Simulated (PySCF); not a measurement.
Isomers of C9H11N, one conformer each; single-point electronic energies without zero-point terms and without any empirical dispersion term.

Computed with PySCF at PBE0/pcSseg-1, non-relativistic, each on one gas-phase PBE0-D3(BJ)/def2-SVP geometry that isn't relaxed in the solvent. The solvent is an IEF-PCM continuum (cavity from Bondi-type radii × 1.2). Specific hydrogen bonds and non-electrostatic terms are outside this model.

| isomer | relative energy, gas (kcal/mol) | dipole (D) |
| --- | --- | --- |
| `c1ccc2c(c1)CCCN2` | 0.0 | 2.03 |
| `C=Cc1ccccc1CN` | 25.3 | 1.27 |
| `C#CC(C)(C)N1C=CC=C1` | 63.3 | 2.32 |

Q: How do the relative energies look in chloroform (ε = 4.711)?

A: 
```json
{"isomer": "`c1ccc2c(c1)CCCN2`", "relative energy, solvent (kcal/mol)": "0.0", "E(solvent) − E(gas) (kcal/mol)": "-3.8", "dipole in solvent (D)": "2.61"}
{"isomer": "`C=Cc1ccccc1CN`", "relative energy, solvent (kcal/mol)": "24.5", "E(solvent) − E(gas) (kcal/mol)": "-4.7", "dipole in solvent (D)": "1.42"}
{"isomer": "`C#CC(C)(C)N1C=CC=C1`", "relative energy, solvent (kcal/mol)": "62.8", "E(solvent) − E(gas) (kcal/mol)": "-4.4", "dipole in solvent (D)": "2.86"}
```

The order is unchanged. Conformers: `[cH:1]1[cH:2][cH:3][c:4]2[c:5]([cH:6]1)[CH2:7][CH2:8][CH2:9][NH:10]2` with C4–C5–C7–C8 -22°, C5–C7–C8–C9 49°, C7–C8–C9–N10 -58°, C8–C9–N10–C4 42°; `[CH2:1]=[CH:2][c:3]1[cH:4][cH:5][cH:6][cH:7][c:8]1[CH2:9][NH2:10]` with C1–C2–C3–C4 -32°, C7–C8–C9–N10 109°, C8–C9–N10–H 62° and -54°; `[CH:1]#[C:2][C:3]([CH3:4])([CH3:5])[n:6]1[cH:7][cH:8][cH:9][cH:10]1` with C2–C3–N6–C7 -179°. `C=Cc1ccccc1CN` gains most from the continuum, while `C#CC(C)(C)N1C=CC=C1` has the largest gas-phase dipole. The gains span 0.9 kcal/mol, the gas-phase energies 63.3 kcal/mol.
